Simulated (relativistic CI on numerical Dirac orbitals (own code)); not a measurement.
## Ta³⁺: 5p photoemission

Computed with this model: Dirac-Coulomb-Breit CI, KLI orbitals optimised for each configuration, QED by a radiative potential, valence Slater integrals scaled by 0.9, multiplet model of photoemission in the sudden approximation; configurations [Xe] 4f14 5d2 → [Kr] 4d10 4f14 5s2 5p5 5d2; 300 K; Lorentzian 1.5 eV and Gaussian 0.6 eV FWHM. Energies are those of the free ion, without screening or charge transfer. The energies are binding energies and can lie tens of eV above those of solids. S is read from ⟨S²⟩ = S(S + 1).

Field parameters in Wybourne normalisation: Td as Oh with Dq negative (B⁴₀ = 21Dq, B⁴₄ = √(5/14) B⁴₀). The field is a parameter set, without covalency.

Computed curve for free ion, scaled to 100 at the maximum (points under 2 are left out and the grid is thinned):

(Energy (eV), Intensity): (62.8, 2.1), (63.2, 2.3), (63.8, 2.7), (64.2, 3.1), (64.6, 3.6), (65.2, 4.5), (65.6, 5.4), (66.2, 7.3), (66.6, 9.3), (67.0, 12.2), (67.6, 20.2), (68.0, 30.4), (68.4, 46.4), (69.0, 70.6), (69.4, 77.3), (70.0, 89.4), (70.4, 99.5), (70.8, 95.9), (71.4, 69.0), (71.8, 53.0), (72.2, 39.7), (72.8, 26.9), (73.2, 22.0), (73.8, 16.8), (74.2, 16.1), (74.6, 18.1), (75.2, 23.6), (75.6, 23.7), (76.0, 20.2), (76.6, 16.5), (77.0, 16.8), (77.6, 15.7), (78.0, 12.3), (78.4, 9.6), (79.0, 8.0), (79.4, 8.5), (79.8, 10.0), (80.4, 15.7), (80.8, 22.9), (81.4, 35.5), (81.8, 34.8), (82.2, 26.3), (82.8, 15.3), (83.2, 10.8), (83.6, 7.9), (84.2, 5.7), (84.6, 5.2), (85.2, 5.2), (85.6, 5.9), (86.0, 7.4), (86.6, 12.2), (87.0, 18.5), (87.4, 24.4), (88.0, 20.9), (88.4, 13.8), (89.0, 7.0), (89.4, 4.8), (89.8, 3.5), (90.4, 2.4), (90.8, 2.0)

The ground state has S = 0.96, and the centroid lies at 74.34 eV.
